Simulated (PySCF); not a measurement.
An unknown shows these calculated signals:

$^{1}$H NMR (500 MHz, computed): δ 8.68 (m, 2H), 7.46 (m, 2H).

$^{13}$C{$^{1}$H} NMR (computed): δ 178.1 (C), 175.2 (C), 142.4 (CH), 132.3 (C), 121.8 (CH).

- NMR shieldings at PBE0/pcSseg-1/GIAO
- coordinates at the GFN2-xTB level
- code: PySCF 2.14
- relativity neglected, isolated molecule, fast rotation and ring inversion assumed for equivalent nuclei, single conformer

Referencing at the same level of theory: $^{1}$H (σ = 31.72 ppm) and $^{13}$C (σ = 186.93 ppm) against TMS.

Task: Which of these does the molecule contain: a CH3CH2 unit, a Si–CH3 group, an S-methyl group, a benzene ring?

Result: 
- A CH3CH2 unit: no.
- A Si–CH3 group: no.
- An S-methyl group: no.
- A benzene ring: yes.

The data belong to `O=C(Cl)c1ccc(F)cc1`, C₇H₄ClFO; they needn't prove each group on their own.

Carbon signals by region: 2 in the far downfield region (above 160 ppm), 3 in the sp2 and nitrile region (100–160 ppm). Above 160 ppm: 178.1, aromatic carbon bearing fluorine, 175.2, carbonyl carbon.

Carbons that carry Cl, above all several Cl atoms, come out too deshielded, partly because spin–orbit coupling is missing. Splittings by $^{19}$F in the carbon and heteronuclear signals aren't shown, as no couplings were computed. Shifts are as computed. Against solution values, carbons near 30 ppm lie about +3 ppm off and those near 130 ppm about +5 ppm; carbons on Cl a further +6 ppm. Of 1211 compounds with measured shifts, 218 miss one by over three times the rms of a fit or turn the order of signals round; such compounds aren't used in these exercises. Multiplicities follow the n + 1 count of equivalent neighbours, as no J values were calculated; m marks all less simple cases, F and P coupling included.
